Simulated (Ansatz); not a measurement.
One change: `N[Si](O)(O)I` becomes `N[Si](O)(O)F`.

Ansatz, PBE0-D4/def2-TZVP geometries, multiplicity 1. Each molecule was computed in one conformer, which needn't be the lowest.

Elements past krypton have def2 core potentials.  Spin–orbit coupling is left out; it splits and shifts lone-pair levels of the heavy atoms by tenths of an eV.

| property | `N[Si](O)(O)I` |
| --- | --- |
| LUMO energy (PBE0/def2-TZVPP) / eV | 0.15 |
| HOMO–LUMO gap (PBE/def2-TZVPP) / eV | 5.40 |
| size of the dipole moment (ωB97M-V/def2-TZVPP) / D | 1.99 |
| HOMO energy (PBE/def2-TZVPP) / eV | -6.14 |
| HOMO energy (ωB97M-V/def2-TZVPP) / eV | -9.52 |
| zero-point energy (PBE0-D4/def2-TZVP) / kJ/mol | 149.0 |

(1) Give the same properties after the change, and the shifts. (Best estimate.)

## Answers

(1) Computed: 
```
                                          property  `N[Si](O)(O)F`  shift
                LUMO energy (PBE0/def2-TZVPP) / eV            0.54   0.39
               HOMO–LUMO gap (PBE/def2-TZVPP) / eV            6.11   0.71
size of the dipole moment (ωB97M-V/def2-TZVPP) / D            1.67  -0.32
                 HOMO energy (PBE/def2-TZVPP) / eV           -6.45  -0.31
             HOMO energy (ωB97M-V/def2-TZVPP) / eV          -10.43  -0.91
    zero-point energy (PBE0-D4/def2-TZVP) / kJ/mol           154.3    5.3
```

With PBE0 the HOMO falls by 0.64 eV and the LUMO rises by 0.39 eV, so the gap widens by about 1.03 eV. PBE moves the HOMO by -0.31 eV and ωB97M-V by -0.91 eV. Dipoles are sizes alone; their direction can turn.

Positive LUMOs are unbound, so they and the gaps depend on the basis.
